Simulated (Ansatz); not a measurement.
Cr₂N₂. Total charge 0; quintet. Geometry r2SCAN-D4/def2-SVP; atoms count from 1.

```
atom   x (Å)   y (Å)   z (Å)
 Cr1  -1.312   1.309  -0.025
 Cr2  -0.301  -0.860  -0.847
  N3   0.600   0.340   0.361
  N4   1.012  -0.788   0.510
```

The charge 0 quintet is spin-contaminated (final ⟨S²⟩ up to 8.64, 6.00 for a pure state). The geometry of the quintet was relaxed on an unsound state (⟨S²⟩ 8.35, where a pure state has 6.00). At PBE0-D4/def2-TZVP a triplet of charge 0 lies 1.49 eV below the quintet, each at its own geometry. That triplet is doubtful there (⟨S²⟩ 5.79, where a pure state has 2.00). The structure comes from a short search, and lower isomers may exist.

Q: Estimate the Mulliken populations from the PBE0/def2-TZVP orbitals of Ansatz.

A: 
| atom | charge (e) | spin (α − β) | d electrons |
| --- | --- | --- | --- |
| Cr1 | 0.14 | 5.57 | 4.90 |
| Cr2 | 0.36 | -2.00 | 4.89 |
| N3 | -0.24 | 0.15 | – |
| N4 | -0.27 | 0.28 | – |
Mulliken values and Mayer orders depend strongly on the basis.

Q: Where does the spin sit?

A: Summed by element: Cr 3.57, N 0.43, of 4 unpaired in all. Largest on single atoms: Cr1 5.57, Cr2 -2.00, N4 0.28.

Q: And the Mayer bond orders between bonded heavy atoms (over 0.3)?

A: Cr1–Cr2 0.65 (2.53 Å); Cr2–N3 0.75 (1.93 Å); Cr2–N4 0.90 (1.89 Å); N3–N4 1.77 (1.21 Å).
